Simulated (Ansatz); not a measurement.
`[F][Sb]([SiH3])[SiH3]` + H–F → `[F][Sb]([F])[SiH3]` + SiH₄ at 500 K and 1 bar (cleavage of the Sb–Si bond).

Gas-phase electronic energies from Ansatz, PBE0-D4/def2-TZVP geometries. CCSD(T)/CBS is the MP2 limit (def2-TZVPP, def2-QZVPP) plus CCSD(T) − MP2 in def2-TZVPP, frozen cores. This one scheme is used for every species. Elements past krypton have def2 core potentials. For Sb outer-core shells are correlated without core-valence functions, which leaves a few kJ/mol of doubt a bond.

| species | CCSD(T)/CBS energy (Eh) | H − E (kJ/mol) | S (J/(mol·K)) |
| --- | --- | --- | --- |
| `[F][Sb]([SiH3])[SiH3]` | -921.59420 | 188.6 | 475.1 |
| H–F | -100.39570 | 39.4 | 188.7 |
| `[F][Sb]([F])[SiH3]` | -730.53304 | 116.7 | 413.4 |
| SiH₄ | -291.46306 | 102.4 | 230.9 |

H − E and S are ideal-gas, rigid-rotor, harmonic terms from PBE0-D4/def2-TZVP. 1 Eh = 2625.50 kJ/mol, R = 8.31446 J/(mol·K).

Task: By hand: ΔE, ΔH, ΔS and ΔG.

Result: ΔE = (-730.53304) + (-291.46306) − (-921.59420) − (-100.39570) = -0.00620 Eh = -16.3 kJ/mol. Δ(H − E) = 116.7 + 102.4 − 188.6 − 39.4 = -8.9, so ΔH = -25.2 kJ/mol. ΔS = 413.4 + 230.9 − 475.1 − 188.7 = -19.5 J/(mol·K). ΔG = -25.2 − 500 × (-19.5)/1000 = -15.4 kJ/mol.

Task: By hand: the equilibrium constant, and the temperature at which ΔG would vanish if ΔH and ΔS stayed fixed.

Result: log₁₀ K = −ΔG/(RT ln 10) = 1.6. ΔG = 0 at ΔH/ΔS = 1292 K, though so small a ΔS makes that figure unsure.

TΔS isn't small against ΔH here. A doubt of 5 kJ/mol in ΔE shifts log₁₀ K by 0.5 here. Modes under 60 cm⁻¹, often nearly free rotors, make the harmonic entropy too high. These are equilibria of isolated gas molecules and say nothing of rates. Largest T1 diagnostic: 0.015 (customary marks: 0.02 for closed shells, 0.045 for open ones).
